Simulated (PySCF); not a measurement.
Two species compared at the same levels of theory.

First species: C6H6F4.
SMILES: `C=C(C)/C(F)=C/C(F)(F)F`

Second species: C₆H₆F₄.
SMILES: `F[C@H]1C=C(CC(F)(F)F)C1`

Levels: PBE0/def2-SVPD for dipole moment, HOMO energy, LUMO energy, HOMO–LUMO gap, static isotropic polarisability and electronic spatial extent ⟨r²⟩ about the centre of nuclear charge; TDDFT PBE0/def2-SVPD for lowest singlet excitation; TDA PBE0/def2-SVPD for lowest triplet excitation (Tamm–Dancoff); GFN2-xTB for rotational constant A and rotational constant C. Geometries: GFN2-xTB. Each species is one conformer at its optimised geometry, gas phase, non-relativistic unless stated; the electronic structure was computed with PySCF and density fitting.

Dipoles, sizes and rotational constants follow the conformer. The torsions of the flexible species, by atom-mapped SMILES:
- `[CH2:1]=[C:2]([CH3:3])/[C:4]([F:5])=[CH:6]/[C:7]([F:8])([F:9])[F:10]`: C1–C2–C4–F5 1°, C4–C6–C7–F8 180°
- `[F:1][C@H:2]1[CH:3]=[C:4]([CH2:5][C:6]([F:7])([F:8])[F:9])[CH2:10]1`: C3–C4–C5–C6 -103°, C4–C5–C6–F7 180°

| property | column X | column Y |
| --- | --- | --- |
| dipole moment | 4.16 D | 1.02 D |
| HOMO energy | -7.66 eV | -7.97 eV |
| LUMO energy | -1.84 eV | -0.55 eV |
| HOMO–LUMO gap | 5.82 eV | 7.42 eV |
| lowest singlet excitation | 5.64 eV | 6.81 eV |
| lowest triplet excitation (Tamm–Dancoff) | 3.15 eV | 4.24 eV |
| static isotropic polarisability | 80.0 au | 71.2 au |
| electronic spatial extent ⟨r²⟩ about the centre of nuclear charge | 1656 bohr² | 1707 bohr² |
| rotational constant A | 2.615 GHz | 3.590 GHz |
| rotational constant C | 0.662 GHz | 0.616 GHz |

Problem. Which column belongs to which species?

Solution. Column X is the first species and column Y the second. The first has 16 atoms and 78 electrons, the second 16 and 78.

Problem. How does each property change from the first species to the second?

Solution. dipole moment -3.14 D; HOMO energy -0.31 eV; LUMO energy +1.29 eV; HOMO–LUMO gap +1.60 eV; lowest singlet excitation +1.17 eV; lowest triplet excitation (Tamm–Dancoff) +1.09 eV; static isotropic polarisability -8.8 au; electronic spatial extent ⟨r²⟩ about the centre of nuclear charge +51 bohr²; rotational constant A +0.975 GHz; rotational constant C -0.046 GHz.

On the first: No computed singlet falls in the visible range (750 to 380 nm, 1.65 to 3.26 eV); S1 lies 2.38 eV above its blue end. In atomic units the dipole is 1.64 e·bohr (1 au = 2.5417 D).

On the second: The vertical singlet–triplet gap S1 − T1 is 2.57 eV (TDDFT singlet less Tamm–Dancoff triplet; S1: HOMO→LUMO, weight 0.84; T1: HOMO→LUMO, weight 0.94). In wavenumbers S1 is 54900 cm⁻¹ (1 eV = 8065.54 cm⁻¹).
